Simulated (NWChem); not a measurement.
A series in which one site is exchanged, each optimised at PBE0/def2-SVP with NWChem, gas phase unless a solvent is named. For some, no frequency run checked for a minimum. def2 effective core potentials on In; no spin-orbit coupling.

A: [F][GaH][F] (GaHF2; site = Ga)
B: FBF (BHF2; site = B)
C: [F][InH][F] (InHF$_{2}$; site = In)
D: [F][AlH][F] (AlHF2; site = Al)

```tsv
quantity	A	B	C	D
dipole (D), PBE0/def2-SVP	2.42	0.79	…	1.39
orbital gap (eV), PBE0/def2-SVP	8.99	10.63	…	9.33
static polarisability, PBE0/def2-SVPD (bohr³)	26.1	16.3	…	24.1
lowest singlet excitation, PBE0/def2-SVPD, TDA (eV)	7.53	8.66	…	7.91
```

Task: Fill in the missing entries.

Result: 
- dipole (D), PBE0/def2-SVP, C: 3.41
- orbital gap (eV), PBE0/def2-SVP, C: 7.95
- static polarisability, PBE0/def2-SVPD (bohr³), C: 32.4
- lowest singlet excitation, PBE0/def2-SVPD, TDA (eV), C: 6.80
